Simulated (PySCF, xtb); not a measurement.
Sn(H)(OMe) (CH4OSn), SMILES C[O][SnH] (connectivity only; charge and spin as stated), neutral, multiplicity 1.

GFN2-xTB (xtb) at its own geometry gives an orbital gap of 3.42 eV and a dipole moment of 2.94 D.

The structure is a stationary point at B3LYP-D3(BJ)/def2-SVP. The def2 effective core potentials stand for the cores of Sn; spin–orbit coupling is left out.

Problem. What does M06-2X/def2-TZVPD run with PySCF give? (An estimate is asked for; the answer gives what the named calculation found.)

Solution. gap 6.11 eV (levels -7.87 and -1.76 eV), dipole 1.32 D.
